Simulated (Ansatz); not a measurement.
One change: `F[SiH](F)Cl` becomes `[F][GeH]([F])[Cl]`.

Ansatz, PBE0-D4/def2-TZVP geometries, multiplicity 1. 

Scalar relativity is left out up to krypton.

```
                                      property  `F[SiH](F)Cl`
         HOMO–LUMO gap (B3LYP/def2-TZVPP) / eV          10.07
           HOMO–LUMO gap (PBE/def2-TZVPP) / eV           8.23
size of the dipole moment (PBE/def2-TZVPP) / D           1.08
             HOMO energy (PBE/def2-TZVPP) / eV          -8.55
           LUMO energy (B3LYP/def2-TZVPP) / eV           0.35
            LUMO energy (PBE0/def2-TZVPP) / eV           0.59
```

(1) What does the change do to each property? (Best estimate.)

Answers

(1) The calculation gave: 
| property | `[F][GeH]([F])[Cl]` | shift |
| --- | --- | --- |
| HOMO–LUMO gap (B3LYP/def2-TZVPP) / eV | 8.55 | -1.52 |
| HOMO–LUMO gap (PBE/def2-TZVPP) / eV | 6.67 | -1.56 |
| size of the dipole moment (PBE/def2-TZVPP) / D | 2.02 | 0.94 |
| HOMO energy (PBE/def2-TZVPP) / eV | -8.51 | 0.04 |
| LUMO energy (B3LYP/def2-TZVPP) / eV | -1.16 | -1.51 |
| LUMO energy (PBE0/def2-TZVPP) / eV | -0.78 | -1.37 |

Dipoles are sizes alone; their direction can turn.

B3LYP here is the variant with VWN-RPA as its local correlation; programs differ in this.
